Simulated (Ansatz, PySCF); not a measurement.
Noncovalent pair: PH3 (SMILES P) (first 4 atoms) with AsH3 (SMILES [AsH3]); geometry from B3LYP-D3(BJ)/def2-TZVP, rigid monomers moved along the line of their centres of mass till P1···As5 is 3.28 Å.
(charge 0, multiplicity 1):
```json
[
 {"atom": "P", "x (Å)": "-0.0237", "y (Å)": "0.1221", "z (Å)": "-0.4746"},
 {"atom": "H", "x (Å)": "1.3881", "y (Å)": "-0.0020", "z (Å)": "-0.4601"},
 {"atom": "H", "x (Å)": "-0.2378", "y (Å)": "-1.2642", "z (Å)": "-0.2726"},
 {"atom": "H", "x (Å)": "-0.1115", "y (Å)": "0.0255", "z (Å)": "-1.8883"},
 {"atom": "As", "x (Å)": "0.1965", "y (Å)": "0.3511", "z (Å)": "2.7869"},
 {"atom": "H", "x (Å)": "0.2954", "y (Å)": "0.4774", "z (Å)": "4.3055"},
 {"atom": "H", "x (Å)": "-1.3132", "y (Å)": "0.5514", "z (Å)": "2.8033"},
 {"atom": "H", "x (Å)": "0.4542", "y (Å)": "1.8382", "z (Å)": "2.5815"}
]
```

Monomers are frozen at their geometry in the pair; levels with a basis set take the counterpoise correction. Rows marked so take none.

Frozen-core correlation. Filled d and f shells under p-block atoms count as core. CBS(a, b) extrapolates the correlation energy as X⁻³ and adds the Hartree–Fock energy of set b. Rows in 3-21G, 6-31G* carry no dispersion term and start afresh at each structure (6-31G* with six Cartesian d functions); the Pople sets are all-electron and without relativity.

Codes used: Ansatz (Gaussian orbitals); PySCF for 3-21G rows, 6-31G* rows. 

### Question
What interaction energy does CCSD(T)/CBS(def2-SVPD, def2-TZVPPD) give?

### Answer
0.1 kcal/mol

### Question
What is the computed interaction energy (B3LYP/3-21G (no counterpoise))?

### Answer
-0.6 kcal/mol

### Question
What interaction energy does HF/6-31G* give?

### Answer
3.3 kcal/mol

Ansatz is a first-principles code.
